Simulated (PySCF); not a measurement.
Computed shifts of a molecule C3H9GeN, KT2/pcSseg-1 (PySCF), GIAO, gas phase, equivalent atoms averaged, in ppm (number of nuclei): ¹³C: 136.0 (1), 133.1 (1), 37.6 (1). ¹⁵N: 21.1 (1). ¹H: 6.53 (1), 6.49 (1), 6.28 (1), 5.62 (1), 4.92 (1), 3.05 (3), -0.56 (1). References: ¹³C against TMS (σ = 185.1 ppm); ⁷³Ge against GeH4 (σ = 1669.3 ppm); ¹⁵N against NH3 (σ = 266.2 ppm); ¹H against TMS (σ = 31.47 ppm), references at their B3LYP-D3(BJ)/def2-TZVP geometries, non-relativistic. Geometry optimised at PBE0-D3(BJ)/def2-SVP. The values are those of a single conformer.

Question: Which molecule gave these data?
(A) C/N=[C](/C)[GeH3]
(B) C=[C]([GeH3])CN
(C) [GeH3][C@H]1CCN1
(D) C=[CH][GeH2][NH]C

Answer: D, C=[CH][GeH2][NH]C
